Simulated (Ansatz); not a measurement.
One change: `NB1[SiH2]S1` becomes `ClB1[SiH2]S1`.

Ansatz, PBE0-D4/def2-TZVP geometries, multiplicity 1. Each molecule was computed in one conformer, which needn't be the lowest.

```
                                                                                  property  `NB1[SiH2]S1`
                                        size of the dipole moment (ωB97M-V/def2-TZVPP) / D           2.55
                                                        HOMO energy (PBE0/def2-TZVPP) / eV          -6.93
                                            size of the dipole moment (PBE/def2-TZVPP) / D           2.54
                                                       HOMO–LUMO gap (PBE/def2-TZVPP) / eV           4.61
                                                         LUMO energy (PBE/def2-TZVPP) / eV          -1.24
ideal-gas entropy at 298 K and 1 bar (rigid rotor, harmonic PBE0-D4/def2-TZVP) / J/(mol·K)            305
```

Problem. What does the change do to each property? (Best estimate.)

Solution. Computed: 
```
                                                                                  property  `ClB1[SiH2]S1`  shift
                                        size of the dipole moment (ωB97M-V/def2-TZVPP) / D            1.34  -1.21
                                                        HOMO energy (PBE0/def2-TZVPP) / eV           -7.31  -0.38
                                            size of the dipole moment (PBE/def2-TZVPP) / D            1.08  -1.46
                                                       HOMO–LUMO gap (PBE/def2-TZVPP) / eV            3.58  -1.03
                                                         LUMO energy (PBE/def2-TZVPP) / eV           -2.63  -1.39
ideal-gas entropy at 298 K and 1 bar (rigid rotor, harmonic PBE0-D4/def2-TZVP) / J/(mol·K)             310      5
```

With PBE0 the HOMO falls by 0.38 eV and the LUMO falls by 1.40 eV, so the gap narrows by about 1.02 eV. PBE moves the HOMO by -0.35 eV and ωB97M-V by -0.36 eV. The zero-point energy changes by -68.5 kJ/mol with -6 modes. Dipoles are sizes alone; their direction can turn.
